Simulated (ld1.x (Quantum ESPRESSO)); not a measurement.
## tantalum: variants of one TM potential

Base potential:

tantalum (Ta), norm-conserving Troullier–Martins (Kleinman–Bylander form), made with ld1.x (Quantum ESPRESSO) 7.5 (LDA (PZ), scalar-relativistic). Core [Kr] 4d10 4f14 5s2, reference 5p6 5d4 6s1 6p0. Waves: 6s (bound): rc 2.15 bohr; 5p (bound): rc 2.00 bohr; 5d (bound): rc 2.80 bohr. Local part: the d channel. Core correction: none.

All-electron outer shells of the reference configuration (LDA (PZ), scalar-relativistic, ld1.x):

```csv
shell,level (eV),outermost node (bohr),outermost maximum (bohr)
5s,-71.51,0.54,0.98
5p,-38.00,0.58,1.13
4f,-23.25,–,0.44
6s,-5.16,1.33,2.81
5d,-2.83,0.65,1.62
6p,-1.31,1.61,4.04
```

Cutoffs, loose and tight: the cutoffs (Ry, on a coarse ladder) from which the occupation-weighted sum of valence levels, in a spherical-Bessel basis at the reference potential, stays within 10 and 1 mRy of its value at 400 Ry. They do not see the model core or the augmentation charge, which bear on the density cutoff. Test errors are all-electron minus pseudo excitation energies from the reference, over the configurations 5p6 5d3 6s2 6p0; 5p6 5d3 6s1 6p0; 5p6 5d3 6s0 6p0; 5p5 5d3 6s2 6p0; 5p6 5d1 6s0 6p0; 5p6 5d2 6s2 6p0; 5p6 5d3 6s0 6p1 (two spin-polarised tests are not counted in the largest error). A dash means not determined; rows that change the core or the reference have their own tests. The largest error is taken over the tests solved by every variant that gives reliable tests at all: 5p6 5d1 6s0 6p0; 5p6 5d2 6s2 6p0; 5p6 5d3 6s0 6p0; 5p6 5d3 6s0 6p1; 5p6 5d3 6s1 6p0; 5p6 5d3 6s2 6p0.

A true bound ghost makes a file unfit for plane-wave use even where its test errors are small: the radial tests pick states by their node count and pass the ghost by. Where a test does run into it, the solver fails or the error is huge.

| change | outcome | cutoff, loose | cutoff, tight | bound ghosts | largest test error (meV) |
| --- | --- | --- | --- | --- | --- |
| base | generated | 25 Ry | 45 Ry | s | +94 |
| wave 6s (bound): rc 2.15 bohr becomes 6s (bound): rc 1.44 bohr | failed: run_pseudo: Errors in PS-KS equation | – | – | – | – |
| wave 6s (bound): rc 2.15 bohr becomes 6s (bound): rc 1.74 bohr | generated | 60 Ry | 80 Ry | s | +80 |
| wave 6s (bound): rc 2.15 bohr becomes 6s (bound): rc 1.90 bohr | generated | 30 Ry | 60 Ry | s | +71 |
| wave 6s (bound): rc 2.15 bohr becomes 6s (bound): rc 2.18 bohr | generated | 25 Ry | 45 Ry | s | +100 |
| wave 6s (bound): rc 2.15 bohr becomes 6s (bound): rc 2.40 bohr | generated | 25 Ry | 45 Ry | s | +121 |
| wave 6s (bound): rc 2.15 bohr becomes 6s (bound): rc 2.68 bohr | generated | 25 Ry | 45 Ry | s | +131 |
| wave 6s (bound): rc 2.15 bohr becomes 6s (bound): rc 3.00 bohr | generated | 25 Ry | 45 Ry | s | +113 |
| wave 6s (bound): rc 2.15 bohr becomes 6s (bound): rc 3.20 bohr | generated | 25 Ry | 45 Ry | s | +90 |

Reading the sweep of the s radius (base included, trends over the rows without a ghost): Bound ghosts are found at 1.74, 1.9, 2.15, 2.18, 2.4, 2.68, 3, 3.2 bohr. Every judged row has one, so this setting neither creates nor removes them. The generation fails at 1.44 bohr.
